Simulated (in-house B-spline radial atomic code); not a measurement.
Settings and results of a run for Rh VI (Rh5+) (an excited or competing configuration). Level of theory: scalar-relativistic (X2C) TPSSh, spin-polarised, spherical fractional occupations, exact exchange averaged over the configuration, Fermi nucleus of rms radius 4.4945 fm; calculated with an all-electron radial atomic-structure program (B-spline basis).

Command:
```bash
python run_scf.py task.json out
```
Settings (nuclear radius in fm, mass in u):
```
Z                45
configuration    [Ar] 3d9 4s2 4p6 4d4 5f1
hamiltonian      x2c
method           tpssh
spin_polarised   True
nucleus          fermi
rms_radius       4.4945
atomic_mass      102.90549
speed_of_light   137.035999084
exact_exchange   averaged over the configuration
```

Output (hartree, bohr):
```
 radial grid: 69 intervals, B-splines of order 8, outer radius 25.4386 bohr

 iter        energy (Eh)    residual
    1       -4763.783642    7.33e-02
    2       -4763.787581    1.60e-03
    3       -4763.787600    5.04e-04
    4       -4763.787603    2.14e-04
    5       -4763.787604    4.02e-05
    6       -4763.787604    1.13e-05
    7       -4763.787604    1.38e-06
    8       -4763.787604    2.19e-07

 total energy                     -4763.78760
 kinetic                            4967.8968
 electron-nucleus                 -11388.7448
 Hartree                            1792.6497
 exact exchange                      -13.1970
 exchange-correlation               -122.3924

 orbital      occ     eigenvalue          <r>       <r^2>       <1/r>       r_max
 1s up      1.000      -851.7276    0.0320889  0.00140162     48.8184     0.02055
 1s down    1.000      -851.7278    0.0320889  0.00140162     48.8184     0.02055
 2s up      1.000      -127.6517     0.141357   0.0236187     10.9892      0.1196
 2s down    1.000      -127.5493      0.14129   0.0235962     10.9957      0.1196
 2p up      3.000      -114.8082     0.123465    0.018632     10.3552     0.09551
 2p down    3.000      -114.7232      0.12339    0.018608     10.3605     0.09547
 3s up      1.000       -26.2255     0.386603    0.171084     3.82169      0.3493
 3s down    1.000       -26.1097     0.386894    0.171297     3.81553      0.3495
 3p up      3.000       -21.9793     0.385731    0.172854     3.59063      0.3422
 3p down    3.000       -21.8525     0.386084    0.173106     3.58441      0.3425
 3d up      5.000       -15.2592      0.36363     0.15748     3.35554      0.2884
 3d down    4.000       -15.1138     0.364224    0.157949      3.3501       0.289
 4s up      1.000        -6.3822     0.936444    0.987602     1.47958      0.8596
 4s down    1.000        -6.1935     0.934853     0.98523     1.48518      0.8566
 4p up      3.000        -5.0988      1.00384     1.14241     1.34731      0.9084
 4p down    3.000        -4.8974      1.00454     1.14592     1.34939       0.906
 4d up      4.000        -3.1747      1.16894     1.57571     1.12086       1.014
 5f up      1.000        -0.8263      3.98852     18.2988     0.34705       4.096
```

Cost of the run: 0.44 s on 1 thread of Arm Neoverse V1, with other jobs on the host.

One-electron X2C: radii and densities carry no picture-change correction, so inner-shell <1/r> comes out high (for 1s by about 2 % at Z = 33, 5 % at 54, 10 % at 75, 30 % at 118) and <r> low.
